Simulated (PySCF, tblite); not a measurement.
Isomers of C3H11Si3 (doublet state), one GFN2-xTB conformer each. Single-point energies are computed at B3LYP/pcH-1 (PySCF, gas phase, no added dispersion term), electronic only. GFN2-xTB treats the open shell by occupation alone, and not every SCF solution was tested for stability.

```tsv
SMILES	GFN2-xTB relative energy (kcal/mol)
[SiH3]/C=[C]\[SiH2]C[SiH3]	10.9
[SiH3]/C=C\[SiH]C[SiH3]	0.0
```

Conformers: `[SiH3:1]/[CH:2]=[C:3]\[SiH2:4][CH2:5][SiH3:6]` (doublet state) with C2–C3–Si4–C5 101°, C3–Si4–C5–Si6 52°; `[SiH3:1]/[CH:2]=[CH:3]\[SiH:4][CH2:5][SiH3:6]` (doublet state) with C2–C3–Si4–C5 -2°, C3–Si4–C5–Si6 -97°.

Question: What does B3LYP/pcH-1 give for the same structures?

Answer: 
```csv
SMILES,B3LYP/pcH-1 E (Eh),B3LYP/pcH-1 (kcal/mol),GFN2-xTB (kcal/mol),point group
[SiH3]/C=C\[SiH]C[SiH3],-989.39494,0.0,0.0,C1
[SiH3]/C=[C]\[SiH2]C[SiH3],-989.38426,6.7,10.9,C1
```

Both levels put the same isomer lowest. 

Question: What happens when harmonic zero-point energies from GFN2-xTB frequencies are added?

Answer: 
```
                    SMILES  ZPE (kcal/mol)  electronic (kcal/mol)  with ZPE (kcal/mol)
   [SiH3]/C=C\[SiH]C[SiH3]            70.9                    0.0                  0.0
[SiH3]/C=[C]\[SiH2]C[SiH3]            68.5                    6.7                  4.3
```

The zero-point energies span 2.4 kcal/mol. The order is unchanged.
